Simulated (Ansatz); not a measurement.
`B[SiH2][SiH2]O` + H–F → `B[SiH2]F` + `O[SiH3]` at 500 K and 1 bar (cleavage of the Si–Si bond).

Computed with Ansatz on PBE0-D4/def2-TZVP structures; ΔE is electronic, products minus reactants. CCSD(T)/CBS adds triple-zeta CCSD(T) − MP2 to the extrapolated MP2 energy (def2 sets, frozen cores). This one scheme is used for every species. Each species was taken in one conformer, which may not be the lowest.

| species | CCSD(T)/CBS energy (Eh) | H − E (kJ/mol) | S (J/(mol·K)) |
| --- | --- | --- | --- |
| `B[SiH2][SiH2]O` | -682.33401 | 231.5 | 437.9 |
| H–F | -100.39570 | 39.4 | 188.7 |
| `B[SiH2]F` | -416.08532 | 136.3 | 334.6 |
| `O[SiH3]` | -366.69042 | 127.5 | 292.9 |

H − E and S are ideal-gas, rigid-rotor, harmonic terms from PBE0-D4/def2-TZVP, for one conformer and one mirror image of each species. 1 Eh = 2625.50 kJ/mol, R = 8.31446 J/(mol·K).

Question: By hand: ΔE, ΔH, ΔS and ΔG.

Answer: ΔE = (-416.08532) + (-366.69042) − (-682.33401) − (-100.39570) = -0.04603 Eh = -120.9 kJ/mol. Δ(H − E) = 136.3 + 127.5 − 231.5 − 39.4 = -7.1, so ΔH = -128.0 kJ/mol. ΔS = 334.6 + 292.9 − 437.9 − 188.7 = 0.9 J/(mol·K). ΔG = -128.0 − 500 × (0.9)/1000 = -128.4 kJ/mol.

Question: By hand: the equilibrium constant, and the temperature at which ΔG would vanish if ΔH and ΔS stayed fixed.

Answer: log₁₀ K = −ΔG/(RT ln 10) = 13.4. ΔH and −TΔS have one sign here, so there is no such temperature. One of them is within its doubt of zero, so this could turn.

The number of gas molecules stays the same, so ΔS is small and ΔH decides. A doubt of 5 kJ/mol in ΔE shifts log₁₀ K by 0.5 here. Other conformers and mirror images would add mixing entropy, several J/(mol·K) or more a flexible species. Modes under 60 cm⁻¹, often nearly free rotors, make the harmonic entropy too high. These are equilibria of isolated gas molecules and say nothing of rates. Largest T1 diagnostic: 0.014 (customary marks: 0.02 for closed shells, 0.045 for open ones).
